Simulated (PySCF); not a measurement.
A calculated (TPSS, PySCF 2.14, x2c-TZVPPall, scalar relativity by spin-free X2C-1e) atom or ion has these occupied shells.

| shell | electrons | orbital energy (eV) | rms radius, mean of both spins (bohr) |
| --- | --- | --- | --- |
| 1s β | 1 | -4403.1 | 0.0844 |
| 1s α | 1 | -4403.1 | 0.0844 |
| 2s α | 1 | -472.81 | 0.373 |
| 2s β | 1 | -472.53 | 0.373 |
| 2p α | 3 | -385.36 | 0.342 |
| 2p β | 3 | -385.13 | 0.342 |
| 3s α | 1 | -52.755 | 1.16 |
| 3s β | 1 | -51.618 | 1.16 |
| 3p α | 3 | -31.109 | 1.29 |
| 3p β | 3 | -29.935 | 1.29 |
| 4s β | 1 | -3.314 | 4.45 |
| 3d α | 2 | -1.825 | 2.63 |

Problem. Name the element and its charge.

Solution. Sc (scandium, neutral), in [Ar] 3d2 4s1, 4s spin antiparallel (an excited configuration).
